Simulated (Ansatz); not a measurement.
Ansatz (a program for electronic structure) input:

Ansatz 0.2 input:
```yaml
crystal:
  periodic: [false, false, false]
  atoms:
    - {symbol: Ca, position_ang: [-0.00000000, -0.00000000, -1.12308380]}
    - {symbol: Cl, position_ang: [0.00000000, 0.00000000, 1.32127506]}
basis:
  gaussian:
    orbitals: def2-TZVPD
hamiltonian:
  xc: {name: wB97X}
magnetization: {spin_polarized: true, initial_magnetization: 1}
```

Problem. Predict the final energy.

Solution. -1137.85692 Eh (wB97X/def2-TZVPD). The basis has 82 functions.
